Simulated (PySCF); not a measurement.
Sc(Cl)3 anion (Cl3Sc), SMILES [Cl][Sc]([Cl])[Cl] (connectivity only; charge and spin as stated), charge -1, multiplicity 2.

The structure is a stationary point at PBE0-D3(BJ)/def2-SVPD. The spin state was assumed, not searched. The isomer is the one that the SMILES or the coordinates give; other isomers of the formula were not compared.

These are CAM-B3LYP/def2-TZVPD run with PySCF values and carry that method's errors.

The molecule is in vacuum.

Computed frontier levels, dipole moment and polarisability:
| Property | Value |
|---|---|
| α spin, highest occupied and lowest empty level | -1.73 and 3.65 eV |
| β spin, highest occupied and lowest empty level | -5.71 and 3.25 eV |
| dipole moment about the centre of nuclear charge | 0.00 D |
| mean static polarisability | 97.0 bohr³ (14.37 Å³) |
| polarisability, principal values | 94.7, 94.7, 101.7 bohr³ |
| ⟨S²⟩ | 0.751 (pure state 0.75) |
